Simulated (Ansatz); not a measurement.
Geometry optimisation, RKS PBE0/def2-SVP (Ansatz 0.2.0).

The input (input.yaml):

```yaml
crystal:
  periodic: [false, false, false]
  atoms:
    - { symbol: C, position_ang: [-0.4167, 1.0539, -0.1401] }
    - { symbol: O, position_ang: [-0.6678, -0.1199, 0.5119] }
    - { symbol: Sb, position_ang: [0.3661, -1.5328, -0.5044] }
    - { symbol: H, position_ang: [-0.7639, 1.049, -1.2007] }
    - { symbol: H, position_ang: [0.6119, 1.3727, -0.1568] }
    - { symbol: H, position_ang: [-1.0361, 1.9077, 0.3719] }
    - { symbol: H, position_ang: [1.9152, -1.0644, 0.3272] }
    - { symbol: H, position_ang: [0.0834, -2.7233, 0.7352] }
basis:
  gaussian: { orbitals: def2-SVP }
hamiltonian:
  xc: pbe0
relax:
  f_tol: 0.015
  max_steps: 40
```

Launched with:

```bash
$ ansatz run input.yaml --threads 1 --pin off --max-ram 2048MiB --backend cpu --events-out ev --progress --plain --runs-dir out
```

Q: Where does it end, and by what steps?

A: It converged. The force dipped under the threshold on the way, but the program's further checks kept it going. After 8 steps the energy has fallen by 0.277 eV; H7 moved furthest, 0.30 Å.

```
step  energy less start (eV)  largest force component (eV/Å)  accepted
   0                  0.0000                           2.550       yes
   1                 -0.1349                           1.559       yes
   2                 -0.2599                           0.418       yes
   3                 -0.2740                           0.146       yes
   4                 -0.2761                           0.053       yes
   5                 -0.2763                           0.042       yes
   6                 -0.2765                           0.015       yes
   7                 -0.2765                           0.003       yes
   8                 -0.2766                           0.013       yes
```

```xyz
8
Properties=species:S:1:pos:R:3
C -0.459 1.147 -0.156
O -0.519 -0.111 0.446
Sb 0.418 -1.637 -0.458
H -0.740 1.142 -1.229
H 0.543 1.619 -0.080
H -1.171 1.811 0.363
H 1.982 -1.335 0.220
H 0.039 -2.693 0.839
```

Whether the end is a true minimum wasn't checked by a vibrational analysis.

Run time: 28 s on 1 thread of Intel(R) Xeon(R) Platinum 8375C CPU @ 2.90GHz (Ice Lake) (shared host), peak memory 0.17 GiB.
